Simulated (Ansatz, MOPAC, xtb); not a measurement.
Two rigid molecules brought together: H3ClSi ··· HF (SMILES [SiH3]Cl and F), singlet. Monomers: optimised at B3LYP-D3(BJ) (def2-TZVP), held rigid. Orientation: a higher rigid-body minimum at GFN2-xTB. Only R, the distance of the centres of mass, is varied, so the lowest point isn't the relaxed dimer.

Geometry at R = 3.74 Å (first 5 atoms: monomer A):
```
7

Si    -0.1324    -0.0037    -0.0049
Cl     1.9317     0.0536     0.0710
H     -0.5358    -0.9923    -1.0236
H     -0.6247     1.3397    -0.3669
H     -0.6388    -0.3973     1.3243
F      4.0456     2.1208     0.5973
H      3.4253     1.4556     0.4317
```

Computed with: GFN1-xTB (xtb); PM7, restricted, heats of formation (MOPAC); AM1, restricted, heats of formation (MOPAC); CCSD(T)/aug-cc-pVDZ = CCSD(T) on RHF/aug-cc-pVDZ, frozen core, counterpoise-corrected run with Ansatz (a quantum-chemistry and plane-wave program).

Interaction energies in kJ/mol; the last columns give the difference from CCSD(T):

```json
[
 {"R / Å": "3.33", "GFN1-xTB": "-9.97", "PM7": "52.35", "AM1": "69.88", "CCSD(T)/aug-cc-pVDZ": "47.18", "GFN1-xTB − CCSD(T)/aug-cc-pVDZ": "-57.15", "PM7 − CCSD(T)/aug-cc-pVDZ": "5.17", "AM1 − CCSD(T)/aug-cc-pVDZ": "22.70"},
 {"R / Å": "3.54", "GFN1-xTB": "-18.43", "PM7": "19.13", "AM1": "20.03", "CCSD(T)/aug-cc-pVDZ": "14.14", "GFN1-xTB − CCSD(T)/aug-cc-pVDZ": "-32.57", "PM7 − CCSD(T)/aug-cc-pVDZ": "4.99", "AM1 − CCSD(T)/aug-cc-pVDZ": "5.89"},
 {"R / Å": "3.74", "GFN1-xTB": "-17.53", "PM7": "3.54", "AM1": "2.70", "CCSD(T)/aug-cc-pVDZ": "0.67", "GFN1-xTB − CCSD(T)/aug-cc-pVDZ": "-18.20", "PM7 − CCSD(T)/aug-cc-pVDZ": "2.87", "AM1 − CCSD(T)/aug-cc-pVDZ": "2.03"},
 {"R / Å": "3.92", "GFN1-xTB": "-14.49", "PM7": "-3.33", "AM1": "-2.62", "CCSD(T)/aug-cc-pVDZ": "-4.42", "GFN1-xTB − CCSD(T)/aug-cc-pVDZ": "-10.06", "PM7 − CCSD(T)/aug-cc-pVDZ": "1.09", "AM1 − CCSD(T)/aug-cc-pVDZ": "1.80"},
 {"R / Å": "4.18", "GFN1-xTB": "-9.69", "PM7": "-7.01", "AM1": "-5.19", "CCSD(T)/aug-cc-pVDZ": "-6.57", "GFN1-xTB − CCSD(T)/aug-cc-pVDZ": "-3.12", "PM7 − CCSD(T)/aug-cc-pVDZ": "-0.44", "AM1 − CCSD(T)/aug-cc-pVDZ": "1.38"},
 {"R / Å": "4.42", "GFN1-xTB": "-6.24", "PM7": "-7.38", "AM1": "-5.41", "CCSD(T)/aug-cc-pVDZ": "-6.33", "GFN1-xTB − CCSD(T)/aug-cc-pVDZ": "0.09", "PM7 − CCSD(T)/aug-cc-pVDZ": "-1.05", "AM1 − CCSD(T)/aug-cc-pVDZ": "0.92"},
 {"R / Å": "4.78", "GFN1-xTB": "-3.16", "PM7": "-6.29", "AM1": "-4.20", "CCSD(T)/aug-cc-pVDZ": "-4.96", "GFN1-xTB − CCSD(T)/aug-cc-pVDZ": "1.81", "PM7 − CCSD(T)/aug-cc-pVDZ": "-1.33", "AM1 − CCSD(T)/aug-cc-pVDZ": "0.76"},
 {"R / Å": "5.26", "GFN1-xTB": "-1.52", "PM7": "-4.59", "AM1": "-2.94", "CCSD(T)/aug-cc-pVDZ": "-3.34", "GFN1-xTB − CCSD(T)/aug-cc-pVDZ": "1.82", "PM7 − CCSD(T)/aug-cc-pVDZ": "-1.25", "AM1 − CCSD(T)/aug-cc-pVDZ": "0.39"},
 {"R / Å": "5.97", "GFN1-xTB": "-0.81", "PM7": "-3.10", "AM1": "-1.99", "CCSD(T)/aug-cc-pVDZ": "-1.95", "GFN1-xTB − CCSD(T)/aug-cc-pVDZ": "1.14", "PM7 − CCSD(T)/aug-cc-pVDZ": "-1.15", "AM1 − CCSD(T)/aug-cc-pVDZ": "-0.05"},
 {"R / Å": "6.97", "GFN1-xTB": "-0.44", "PM7": "-1.84", "AM1": "-1.22", "CCSD(T)/aug-cc-pVDZ": "-1.07", "GFN1-xTB − CCSD(T)/aug-cc-pVDZ": "0.64", "PM7 − CCSD(T)/aug-cc-pVDZ": "-0.77", "AM1 − CCSD(T)/aug-cc-pVDZ": "-0.15"},
 {"R / Å": "8.20", "GFN1-xTB": "-0.24", "PM7": "-1.01", "AM1": "-0.73", "CCSD(T)/aug-cc-pVDZ": "-0.61", "GFN1-xTB − CCSD(T)/aug-cc-pVDZ": "0.37", "PM7 − CCSD(T)/aug-cc-pVDZ": "-0.40", "AM1 − CCSD(T)/aug-cc-pVDZ": "-0.12"}
]
```

GFN1-xTB is furthest from CCSD(T)/aug-cc-pVDZ at 3.33 (-57.15 kJ/mol, below); its mean absolute difference over the points is 11.54 kJ/mol.

PM7 is furthest from CCSD(T)/aug-cc-pVDZ at 3.33 (5.17 kJ/mol, above); its mean absolute difference over the points is 1.87 kJ/mol.

AM1 is furthest from CCSD(T)/aug-cc-pVDZ at 3.33 (22.70 kJ/mol, above); its mean absolute difference over the points is 3.29 kJ/mol.
